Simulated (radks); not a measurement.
Species: Cl. Configuration: [Ne] 3s2 3p5 (the NIST ground configuration).

All-electron calculation, Dirac Kohn-Sham, PBE, spin-unpolarised, spherical densities, finite nucleus; open shells fill j = l - 1/2 first; Fermi nuclear charge, rms radius 3.3654 fm. Program: a radial shooting solver on a logarithmic mesh with Libxc functionals.

Energy parts (eV):
part                      energy
total                 -12556.308
kinetic                12621.749
electron-nucleus      -29952.829
Hartree                 5538.856
exchange-correlation    -764.085

Orbitals (lengths in bohr, moments of r in powers of bohr; r(max) is where P^2 peaks):
[
 {"orbital": "1s1/2", "occ.": "2", "eigenvalue (eV)": "-2750.990", "<1/r>": "16.68", "r(max)": "0.05946"},
 {"orbital": "2s1/2", "occ.": "2", "eigenvalue (eV)": "-252.6480", "<1/r>": "3.313", "r(max)": "0.3618"},
 {"orbital": "2p1/2", "occ.": "2", "eigenvalue (eV)": "-192.7109", "<1/r>": "3.223", "r(max)": "0.3005"},
 {"orbital": "2p3/2", "occ.": "4", "eigenvalue (eV)": "-191.0140", "<1/r>": "3.199", "r(max)": "0.3023"},
 {"orbital": "3s1/2", "occ.": "2", "eigenvalue (eV)": "-20.6832", "<1/r>": "0.9016", "r(max)": "1.282"},
 {"orbital": "3p1/2", "occ.": "2", "eigenvalue (eV)": "-8.6711", "<1/r>": "0.7481", "r(max)": "1.426"},
 {"orbital": "3p3/2", "occ.": "3", "eigenvalue (eV)": "-8.5474", "<1/r>": "0.7434", "r(max)": "1.432"}
]

The highest occupied level is 3p3/2 at -8.547 eV. For comparison, the ionisation energy in NIST's Atomic Spectra Database is 12.968 eV (measured). In exact Kohn-Sham theory the highest level is minus the ionisation energy, but local and semilocal functionals leave it too shallow, through self-interaction and a potential that decays too fast; potentials with the right tail come closer. The density falls to 0.001 e/bohr^3 at r = 3.91 bohr. The electron density at the nucleus is 3593 e/bohr^3. Summed over all electrons, <r^2> = 27.73 bohr^2, which gives a Langevin (diamagnetic) susceptibility term of -22 x 10^-6 cm^3/mol.

Beside tabulated values, note that spin-unpolarised runs miss the spin-polarisation part of the exchange energy of open shells.
